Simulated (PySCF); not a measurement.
Mg(H)(NMe2), C₂H₇MgN, SMILES C[N](C)[MgH] (PBE0/def2-SVP optimised geometry):

```
11

Mg     0.847     0.000     0.000
H      2.545     0.000     0.000
N     -1.066    -0.001     0.000
C     -1.877     0.633    -1.004
C     -1.877    -0.633     1.003
H     -2.544    -0.083    -1.534
H     -2.543     1.420    -0.586
H     -1.261     1.122    -1.780
H     -2.544     0.083     1.533
H     -2.545    -1.420     0.584
H     -1.262    -1.124     1.779
```

Method: PBE0/def2-TZVP (PySCF).

Problem. What are the frontier orbital energies and the dipole moment?

Solution. HOMO-2 -8.61 eV, HOMO-1 -7.66 eV, HOMO -5.42 eV, LUMO -0.53 eV, LUMO+1 -0.25 eV; dipole moment 0.11 D.

On the same geometry PBE/def2-TZVP (PySCF) gives HOMO-2 -7.29 eV, HOMO-1 -6.43 eV, HOMO -4.23 eV, LUMO -1.26 eV, LUMO+1 -0.92 eV; dipole moment 0.15 D.

Meta-Löwdin charges at PBE0/def2-TZVP: Mg1 1.19, H2 -0.47, N3 -0.77, C4 -0.23, C5 -0.23, H6 0.08, H7 0.08, H8 0.09, H9 0.08, H10 0.08, H11 0.09.
